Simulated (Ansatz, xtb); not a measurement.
Isomers of FHSe2Si in order of energy

5 gas-phase structures of FHSe2Si, found in a search over its isomers (lower ones may exist). Each was relaxed with GFN2-xTB; where two conformers were screened, the lower at r2SCAN-D4/def2-SVP is listed:

A. `F[SiH]=[Se]=[Se]`, a singlet
B. a singlet given by its coordinates
C. a singlet given by its coordinates
D. `F[Si](=[Se])[SeH]`, a singlet
E. `F[SiH]1[Se][Se]1`, a singlet

C (Å):

```xyz
5

F    -0.8688    3.8153   -2.0497
Se    1.0250    3.8481    0.3645
Se   -0.8614    2.6293    0.8707
Si    0.1389    2.6541   -1.5185
H    -0.2161    1.3404    1.1729
```

Close contacts (Å): F1–Si4 1.63, Se2–Se3 2.30, Se2–Si4 2.40, Se3–Si4 2.59, Se3–H5 1.47.

B (Å):

```tsv
atom	x (Å)	y (Å)	z (Å)
F	0.1545	-1.3168	-0.0241
Se	1.0803	0.6672	-1.9875
Se	0.5392	2.9294	-1.7884
Si	-0.1132	0.2864	-0.0611
H	1.2816	3.3112	-2.9681
```

Close contacts (Å): F1–Si4 1.63, Se2–Se3 2.33, Se2–Si4 2.30, Se3–H5 1.45.

Q: Which do you expect lowest at r2SCAN-D4/def2-SVP, and how would the others follow?

A: Calculated order at r2SCAN-D4/def2-SVP: D (0.000), E (0.220), C (1.290), B (1.558), A (2.224) eV.

Energies above the lowest of each column, in eV; the last columns are at B3LYP-D3(BJ)/def2-SVP geometries and were run for some of them only (a dash: not run or not comparable):

| structure | GFN2-xTB | HF/STO-3G | r2SCAN-D4/def2-SVP | B3LYP-D3(BJ)/def2-SVP | CCSD(T)/def2-SVP + ΔMP2/def2-TZVPP |
| --- | --- | --- | --- | --- | --- |
| D | 0.114 | 0.624 | 0.000 | 0.000 | 0.000 |
| E | 0.000 | 0.000 | 0.220 | 0.197 | 0.119 |
| C | 0.954 | 0.970 | 1.290 | 1.071 | 1.202 |
| B | 0.860 | 0.852 | 1.558 | – | – |
| A | 0.978 | 3.212 | 2.224 | – | – |

CCSD(T)/def2-SVP + ΔMP2/def2-TZVPP puts D lowest of those it was run on; GFN2-xTB picks E, HF/STO-3G picks E. Flexible structures stand in one conformer each, not always the lowest. Frequencies (B3LYP-D3(BJ)/def2-SVP) were run for C, D, E alone. ΔMP2 is the change of the MP2 energy from the smaller to the larger basis.

Over these structures GFN2-xTB departs from r2SCAN-D4/def2-SVP by 0.396 eV on average once a common shift is removed. A GFN2-xTB relaxation took about 0.63 s and the r2SCAN-D4/def2-SVP energy about 5.4 s on a shared host (Ansatz 0.2.0, xtb 6.7.1).
